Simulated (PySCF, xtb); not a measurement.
C2H3BF2O, SMILES B(O)(F)/C=C/F.

Geometry: PBE0-D3(BJ)/def2-SVP. The structure was generated by enumeration; whether it is a known compound was not checked. Other conformers were not sampled.

Level of theory: IEF-PCM-M06-2X/def2-SVP in PySCF.

The values are the electrostatic part of the solvation free energy, E(continuum) − E(gas) at the gas-phase geometry, in a cavity of scaled van der Waals radii (PySCF's table); cavitation and dispersion terms are not included. In vacuum the orbital gap is 9.42 eV. The dipole moment in vacuum is 1.88 D.

Computed values in water (ε = 78.36), diethylether (ε = 4.24), tetrahydrofuran (ε = 7.43):
```tsv
solvent	ε	ΔG(elec) (kcal/mol)	dipole (D)	gap (eV)
water	78.36	-6.4	2.29	9.42
diethylether	4.24	-4.3	2.15	9.42
tetrahydrofuran	7.43	-5.1	2.21	9.42
```

For comparison, GFN2-xTB/ALPB(water) (xtb, at the GFN2-xTB geometry, all terms of that model) gives -7.4 kcal/mol.
